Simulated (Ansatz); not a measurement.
Reaction (formal exchange of groups at a Ge–Ge bond): `F[CH2][GeH2][GeH3]` + `ClBCl` → `Cl[B](Cl)[GeH3]` + `F[CH2][GeH3]`

Isolated molecules relaxed with PBE0-D4/def2-TZVP in Ansatz; ΔE leaves out vibrations. CCSD(T)/CBS adds triple-zeta CCSD(T) − MP2 to the extrapolated MP2 energy (def2 sets, frozen cores). This one scheme is used for every species. Functionals use def2-TZVPP. B3LYP here is the variant with VWN-RPA as its local correlation; programs differ in this. For Ge outer-core shells are correlated without core-valence functions, which leaves a few kJ/mol of doubt a bond. Scalar relativity is left out up to krypton. Each species was taken in one conformer, which may not be the lowest.

`F[CH2][GeH2][GeH3]`:

```xyz
11

F     0.716    2.163   -0.048
C     1.231    1.072   -0.733
Ge    0.694   -0.608    0.168
Ge   -1.699   -0.595    0.539
H     2.319    1.170   -0.765
H     0.847    1.097   -1.756
H     1.106   -1.779   -0.746
H     1.456   -0.735    1.499
H    -2.083    0.507    1.537
H    -2.428   -0.339   -0.790
H    -2.159   -1.952    1.096
```

`ClBCl`:

Cartesian coordinates in Å:
```
Cl 0.504 0.615 1.471
B 0.063 -0.109 -0.041
Cl -1.193 0.579 -1.019
H 0.626 -1.086 -0.411
```

`Cl[B](Cl)[GeH3]`:

Z-matrix (Å, degrees):
```
Ge
B 1 2.068
H 1 1.538 2 109.4
H 1 1.538 2 109.3 3 117.9
H 1 1.535 2 111.8 3 -121.1
Cl 2 1.743 1 119.8 3 -58.6
Cl 2 1.741 1 121.7 3 121.4
```

`F[CH2][GeH3]`:

Cartesian coordinates in Å:
```
F 0.505 0.668 1.778
C 0.461 -0.352 0.840
Ge -0.423 0.275 -0.811
H -0.084 -1.195 1.274
H 1.486 -0.672 0.632
H 0.362 1.455 -1.401
H -0.445 -0.889 -1.818
H -1.861 0.710 -0.494
```

(1) Is it downhill or uphill in electronic energy at CCSD(T)/CBS, and by how much? (Best estimate.)

(2) What do these levels give: PBE-D4, r2SCAN-D4, PBE0-D4, ωB97X-V, B2PLYP, PBE0, B3LYP, HF/def2-TZVPP, SCS-MP2/def2-TZVPP, CCSD/def2-TZVPP, CCSD(T)/def2-TZVPP, CCSD/CBS(def2)? (An estimate is asked.)

Largest T1 diagnostic among the species: 0.013.

Results:

(1) Ansatz gave: Uphill: ΔE = +9.4 kcal/mol.

(2) Computed: PBE-D4 9.5, r2SCAN-D4 9.7, PBE0-D4 9.9, ωB97X-V 9.6, B2PLYP 10.4, PBE0 10.0, B3LYP 10.6, HF/def2-TZVPP 11.0, SCS-MP2/def2-TZVPP 10.2, CCSD/def2-TZVPP 10.3, CCSD(T)/def2-TZVPP 9.9, CCSD/CBS(def2) 9.7 kcal/mol.

In def2-TZVPP, CCSD(T) changes the Hartree–Fock value by −1.1 kcal/mol (the triples alone add −0.3 kcal/mol) and MP2 by −0.7 kcal/mol.
